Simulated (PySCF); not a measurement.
H2GeS2, SMILES [SH][Ge][SH] (PBE0/def2-SVP optimised geometry):

```
5

Ge    -0.409    -0.444     0.000
S     -0.558     1.794     0.000
H     -1.909     1.779     0.002
S      1.835    -0.444     0.000
H      1.909    -1.794    -0.003
```

Level of theory: PBE0/def2-TZVP (PySCF).

Question: What are the frontier orbital energies and the dipole moment?

Answer: HOMO-2 -8.46 eV, HOMO-1 -7.47 eV, HOMO -7.16 eV, LUMO -2.33 eV, LUMO+1 -0.08 eV; dipole moment 2.05 D.

On the same geometry PBE/def2-TZVP in PySCF gives HOMO-2 -7.24 eV, HOMO-1 -6.32 eV, HOMO -6.14 eV, LUMO -3.01 eV, LUMO+1 -0.97 eV; dipole moment 1.89 D.

Meta-Löwdin charges at PBE0/def2-TZVP: Ge1 0.28, S2 -0.25, H3 0.11, S4 -0.25, H5 0.11.
